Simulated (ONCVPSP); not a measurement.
What one change does to a pseudopotential (Mo (Z = 42), ONCV)

ONCVPSP 4.0.1 input, shortened (lines: element, Z, core and valence counts, functional; n l f; lmax; l rc ep ncon nbas qcut; lloc lpopt rc5 dvloc0; l nproj debl; icmod fcfact rcfact), PBE, scalar-relativistic:

```
  Mo 42.00    6    3        4      upf
    1    0    2.00
    2    0    2.00
    2    1    6.00
    3    0    2.00
    3    1    6.00
    3    2   10.00
    4    0    2.00
    4    1    6.00
    4    2    5.00
    2
    0    1.30    0.00    4    9    6.00
    1    1.95    0.00    5   10    6.80
    2    2.10    0.00    4    9    7.60
    4    5    1.00    6.00
    0    1    2.70
    1    1    1.50
    2    1    0.40
    3    6.00    1.00
```

All-electron outer shells of the reference configuration (PBE, scalar-relativistic, ld1.x):

```csv
shell,level (eV),outermost node (bohr),outermost maximum (bohr)
4s,-71.11,0.51,0.99
4p,-45.29,0.52,1.08
4d,-10.41,0.53,1.38
```

Change: local potential polynomial inside 1.00 bohr (lpopt 3, dvloc0 1 Ha).

Cutoffs: the cutoffs (Ha) at which the residual kinetic energy of the hardest occupied pseudo-wave falls to 1 and 0.1 mHa per electron; they do not see the model core or the augmentation charge, which bear on the density cutoff. Errors are all-electron minus pseudo energies relative to the spin-unpolarised reference configuration.

Task: What does the change do?

Result: The potential gets neither clearly harder nor softer (58 Ha and 137 Ha → 58 Ha and 137 Ha); the lowest positive-energy flag moves from none to s at 22.7 eV; of the 4 tests that both files solve, the error grows in 1 and shrinks in 0 by more than 15 % and 0.3 meV (median size 7.2 → 7.6 meV); neither file shows a bound ghost.

```tsv
quantity	base	changed
cutoff, loose	58 Ha	58 Ha
cutoff, tight	137 Ha	137 Ha
bound ghosts	none	none
GHOST(+) flags under 300 eV	none	s at 22.7 eV
error for 4s2 4p6 4d5 5s1, meV [ΔE -6.89 eV]	+359	+517
error for 4s2 4p6 4d4, meV [ΔE 15.46 eV]	+1.3	+1.4
error for 4s2 4p6 4d3, meV [ΔE 42.21 eV]	+13	+14
error for 4s2 4p6 4d6, meV [ΔE -6.13 eV]	-0.6	-0.6
s: phases at 1.32 bohr within 0.05 rad from the reference energy up to (Ha; the scan ends near 5)	-0.1	-0.4
p: phases at 1.98 bohr within 0.05 rad from the reference energy up to (Ha; the scan ends near 5)	0.1	0.0
d: phases at 2.13 bohr within 0.05 rad from the reference energy up to (Ha; the scan ends near 5)	to the end of the scan	to the end of the scan
rms error of d²Exc/dni dnj with the model core, mHa	1.36	1.36
```
